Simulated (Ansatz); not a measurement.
Consider the atomization: `[CH3][Ge]1([AlH2])[CH]=[CH]1` → Al• + 3 C• + Ge• + 7 H•.

Program: Ansatz. Geometries: PBE0-D4/def2-TZVP. ΔE: electronic, gas phase. CCSD(T)/CBS adds triple-zeta CCSD(T) − MP2 to the extrapolated MP2 energy (def2 sets, frozen cores). This one scheme is used for every species, atoms too. For atomizations the MP2-based limit and the directly extrapolated one differ by several kJ/mol either way, and by 10 to 25 for some Ge, Se and Sn compounds, so smaller differences from it don't rank the levels. DFT in def2-TZVPP. B3LYP here is the variant with VWN-RPA as its local correlation; programs differ in this. HSE06 is defined as in plane-wave codes. Open shells (•) are unrestricted, without spin–orbit coupling. Spin–orbit coupling would lower the free atoms: a little for Al, C; clearly for Ge. For Ge outer-core shells are correlated without core-valence functions, so the limit isn't a true one: a few kJ/mol of doubt a bond, and 10 to 20 or more in all where bonds break to atoms. Scalar relativity is left out up to krypton.

| level | ΔE (eV) | difference from CCSD(T)/CBS |
| --- | --- | --- |
| PBE-D4 | 43.69 | 0.60 |
| revPBE-D4 | 42.70 | -0.39 |
| BLYP-D4 | 42.62 | -0.47 |
| r2SCAN-D4 | 43.22 | 0.13 |
| B97M-V | 43.44 | 0.35 |
| PBE0-D4 | 43.10 | 0.01 |
| B3LYP-D4 | 42.81 | -0.28 |
| r2SCANh-D4 | 42.98 | -0.11 |
| HSE06-D4 | 43.13 | 0.04 |
| BHLYP-D4 | 41.77 | -1.32 |
| CAM-B3LYP-D4 | 42.90 | -0.19 |
| ωB97M-V | 42.91 | -0.18 |
| B2PLYP | 42.46 | -0.63 |
| PBE-QIDH | 42.90 | -0.19 |
| PBE | 43.43 | 0.34 |
| revPBE | 41.98 | -1.11 |
| BLYP | 42.05 | -1.04 |
| r2SCAN | 43.15 | 0.06 |
| PBE0 | 42.87 | -0.22 |
| B3LYP | 42.38 | -0.71 |
| r2SCAN0 | 42.56 | -0.53 |
| HSE06 | 42.91 | -0.18 |
| BHLYP | 41.41 | -1.68 |
| CAM-B3LYP | 42.66 | -0.43 |
| LC-ωPBE | 42.76 | -0.33 |
| HF/def2-SVP | 31.69 | -11.40 |
| MP2/def2-SVP | 41.18 | -1.91 |
| CCSD/def2-SVP | 40.27 | -2.82 |
| CCSD(T)/def2-SVP | 40.81 | -2.28 |
| HF/def2-TZVPP | 31.34 | -11.75 |
| MP2/def2-TZVPP | 42.60 | -0.49 |
| SCS-MP2/def2-TZVPP | 42.39 | -0.70 |
| CCSD/def2-TZVPP | 41.38 | -1.71 |
| CCSD(T)/def2-TZVPP | 42.10 | -0.99 |
| HF/def2-QZVPP | 31.35 | -11.74 |
| MP2/def2-QZVPP | 43.17 | 0.08 |
| SCS-MP2/def2-QZVPP | 43.04 | -0.05 |
| HF/CBS(def2) | 31.36 | -11.73 |
| MP2/CBS(def2) | 43.59 | 0.50 |
| CCSD/CBS(def2) | 42.37 | -0.72 |
| CCSD(T)/CBS | 43.09 | 0 |

Largest T1 diagnostic among the species: 0.018.

From BLYP to BHLYP (50 % exact exchange), in def2-TZVPP and without D4, ΔE moves by −0.64 eV: exact exchange takes away binding that semilocal exchange gives to molecules. In def2-TZVPP, CCSD(T) changes the Hartree–Fock value by +10.76 eV (the triples alone add +0.72 eV) and MP2 by +11.26 eV; breaking electron pairs costs correlation energy, which Hartree–Fock lacks. At CCSD(T), def2-SVP lies −2.28 eV from the extrapolated value and def2-TZVPP −0.98 eV: correlation converges slowly with the basis, and small sets miss more of it in the bonded molecule than in its fragments.
